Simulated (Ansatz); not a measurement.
Species: SiH, charge 0, doublet. SiH (SMILES [SiH], doublet).
B3LYP-D3(BJ)/def2-TZVP minimum from Ansatz (a program for electronic structure):
```
Si
H 1 1.5295
```
Charge 0, spin multiplicity 2.

Total energies in cc-pV(5+d)Z, 5 correlated electrons, 5 frozen orbitals. Radicals and triplets start from unrestricted determinants; spin-orbit coupling is neglected. Cores are frozen in correlated methods. No relativity. The determinant of HSi ([SiH], doublet) is a saddle point of the SCF energy; a lower one exists, which strains HF and MP2.

| method | program | energy (Eh) | minus CCSDT(Q) (mEh) |
|---|---|---|---|
| HF | Ansatz | -289.44267 | 114.24 |
| MP2 | Ansatz | -289.53132 | 25.59 |
| CCSD | Ansatz | -289.55253 | 4.39 |
| CCSD(T) | Ansatz | -289.55607 | 0.84 |
| CCSDT(Q) | Ansatz | -289.55691 | 0.00 |

Rough core times of Ansatz's runs on a shared machine: CCSD(T) 60 s, CCSDT(Q) 10 min.
